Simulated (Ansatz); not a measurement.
(MgS)4 cube (Mg₄S₄), relaxed as a singlet with RKS PBE0-D4/def2-SVP in Ansatz, starting from the GFN2-xTB geometry. Force threshold 0.02 eV/Å.

Start:

```
atom    x (Å)    y (Å)    z (Å)
 Mg1   0.4558  -1.6104   0.7796
 Mg2  -0.0147   1.3240   1.2865
 Mg3  -1.6767  -0.1376  -0.7610
 Mg4   1.2357   0.4238  -1.3052
  S5   2.1081   0.1727   0.9567
  S6  -1.5537  -0.5329   1.6413
  S7   0.0186  -1.6644  -1.6175
  S8  -0.5731   2.0247  -0.9804
```

| step | energy (eV) | largest force component (eV/Å) | SCF passes |
| --- | --- | --- | --- |
| 1 | -65084.4729 | 0.192 | 13 |
| 2 (rejected) | -65084.4560 | 0.335 | 21 |
| 3 | -65084.4894 | 0.022 | 21 |
| 4 | -65084.4895 | 0.003 | 22 |

Force components are those of the run's own axes.

End:

```xyz
8

Mg    0.450   -1.591    0.770
Mg   -0.015    1.308    1.271
Mg   -1.656   -0.136   -0.752
Mg    1.221    0.419   -1.289
S     2.125    0.174    0.965
S    -1.566   -0.537    1.654
S     0.019   -1.679   -1.631
S    -0.578    2.042   -0.988
```

By distances, no bond broke or formed. The bond that changes most is Mg3–S7, from 2.44 to 2.44 Å (atoms count from 1).

No frequencies were taken in this run, so the end may be a saddle point.

Run time 13 s (4 threads of Arm Neoverse V2 on a shared host).
